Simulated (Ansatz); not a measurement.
CoO₂⁻, relaxed as a singlet with RKS r2SCAN-D4/def2-TZVPD in Ansatz, starting from the GFN1-xTB geometry. Force threshold 0.02 eV/Å.

The structure holds 1 bond(s) between oxygen atoms. The restricted singlet is unstable towards broken spin symmetry in Hartree–Fock (as tested in another run); at r2SCAN-D4/def2-TZVPD this wasn't settled. The highest occupied level of the charge -1 singlet lies above zero (up to 1.71 eV). The electron is either unbound and held by the finite basis, or the level is raised by self-interaction error. The relaxation made no stability test and no search for a lower SCF solution. No other spin state of charge -1 was run. Another isomer (quintet) lies 4.06 eV lower at PBE0-D4/def2-TZVPD; other spin states weren't run for this one.

Start:

```xyz
3

Co    0.809   -0.702    0.237
O    -0.135    0.816    0.338
O    -0.673   -0.113   -0.575
```

```csv
step,energy (eV),largest force component (eV/Å),SCF passes
1,-41717.4926,0.661,50
2,-41717.5019,0.377,25
3,-41717.5067,0.025,24
4,-41717.5067,0.001,28
```

Force components are those of the run's own axes.

End:

Cartesian coordinates in Å:
```
Co 0.805 -0.698 0.236
O -0.127 0.825 0.350
O -0.678 -0.126 -0.586
```

By distances, no bond broke or formed. The bond that changes most is O2–O3, from 1.41 to 1.44 Å (atoms count from 1).

No frequencies were taken in this run, so the end may be a saddle point.

Run time 8 s (4 threads of Arm Neoverse N1 on a shared host).
